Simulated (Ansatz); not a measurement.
Program: Ansatz. Geometries: PBE0-D4/def2-TZVP. ΔE: electronic, gas phase. CCSD(T)/CBS adds triple-zeta CCSD(T) − MP2 to the extrapolated MP2 energy (def2 sets, frozen cores). This one scheme is used for every species. Functionals use def2-TZVPP. B3LYP here is the variant with VWN-RPA as its local correlation; programs differ in this. HSE06 is defined as in plane-wave codes. def2 core potentials past Kr. For Sn outer-core shells are correlated without core-valence functions, which leaves a few kJ/mol of doubt a bond.

Reaction (silylene loss): `[SiH3][SiH2][SnH3]` → `[SiH3][SnH3]` + `[SiH2]`

`[SiH3][SiH2][SnH3]`:

Cartesian coordinates in Å:
```
Si 0.450 -0.571 1.897
Si -0.994 0.198 0.230
Sn 0.248 0.418 -2.001
H -0.246 -0.710 3.204
H 1.580 0.385 2.055
H 1.002 -1.896 1.505
H -1.552 1.525 0.612
H -2.131 -0.751 0.064
H 0.882 -1.094 -2.479
H 1.548 1.515 -1.851
H -0.788 0.980 -3.237
```

`[SiH3][SnH3]`:

```xyz
8

Si   -0.672    0.008   -1.130
Sn    0.636   -0.008    1.071
H    -1.550    1.206   -1.195
H    -1.518   -1.210   -1.234
H     0.266    0.039   -2.283
H     1.622    1.380    1.197
H     1.641   -1.385    1.168
H    -0.426   -0.030    2.407
```

`[SiH2]`:

```xyz
3

Si    0.645   -0.116   -0.278
H    -0.543   -1.007    0.073
H    -0.102    1.123    0.205
```

```csv
level,ΔE (kJ/mol),difference from CCSD(T)/CBS
LDA (SPW92),282.5,36.2
PBE-D4,259.9,13.6
revPBE-D4,253.4,7.1
BLYP-D4,232.9,-13.4
B97M-V,245.7,-0.6
PBE0-D4,265.4,19.1
B3LYP-D4,241.4,-4.9
HSE06-D4,265.3,19.0
BHLYP-D4,248.4,2.1
CAM-B3LYP-D4,244.7,-1.6
ωB97X-V,255.2,8.9
ωB97M-V,236.4,-9.9
B2PLYP,237.7,-8.6
PBE-QIDH,264.0,17.7
PBE,251.3,5.0
revPBE,236.7,-9.6
BLYP,215.9,-30.4
r2SCAN,267.0,20.7
PBE0,257.7,11.4
B3LYP,227.6,-18.7
r2SCANh,266.9,20.6
HSE06,257.9,11.6
BHLYP,235.0,-11.3
CAM-B3LYP,236.5,-9.8
LC-ωPBE,264.4,18.1
RPA@PBE/def2-TZVPP,218.9,-27.4
HF/def2-SVP,213.9,-32.4
MP2/def2-SVP,246.3,0.0
CCSD/def2-SVP,224.3,-22.0
CCSD(T)/def2-SVP,228.6,-17.7
HF/def2-TZVPP,216.4,-29.9
MP2/def2-TZVPP,254.6,8.3
SCS-MP2/def2-TZVPP,240.6,-5.7
CCSD/def2-TZVPP,232.8,-13.5
CCSD(T)/def2-TZVPP,238.6,-7.7
HF/def2-QZVPP,216.6,-29.7
SCS-MP2/def2-QZVPP,245.3,-1.0
HF/CBS(def2),216.6,-29.7
MP2/CBS(def2),262.3,16.0
CCSD/CBS(def2),240.5,-5.8
CCSD(T)/CBS,246.3,0
```

Largest T1 diagnostic among the species: 0.014.

In def2-TZVPP, CCSD(T) changes the Hartree–Fock value by +22.2 kJ/mol (the triples alone add +5.9 kJ/mol) and MP2 by +38.2 kJ/mol. The D4 term adds +13.9 kJ/mol with B3LYP and +7.7 kJ/mol with PBE0; it sums over pairs of atoms, weighted by their polarisabilities, and B3LYP, whose exchange is more repulsive, gets the larger term.
